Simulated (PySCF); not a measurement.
These are TPSSh-D3(BJ)/def2-TZVP // PBE-D3(BJ)/def2-SVP (PySCF) values and carry that method's errors. Gas-phase values, no solvent. One relaxed conformer stands for a flexible species; it need not be the lowest. 

Reference species: [Ta(F)5] (neutral, multiplicity 1).

```yaml
coordination_number: 5
HOMO–LUMO gap: 7.94 eV
LUMO: -3.18 eV
```

Changed species: [Ta(F)4(NH2)] (1 of 5 F replaced by NH2; the reference has 0 of 5 F replaced by NH2).

Q: What does the change do to the coordination number, HOMO–LUMO gap and LUMO?

A: the coordination number is nearly the same; the HOMO–LUMO gap decreases by 2.74 eV, to 5.20 eV; the LUMO goes up by 0.26 eV, to -2.92 eV.
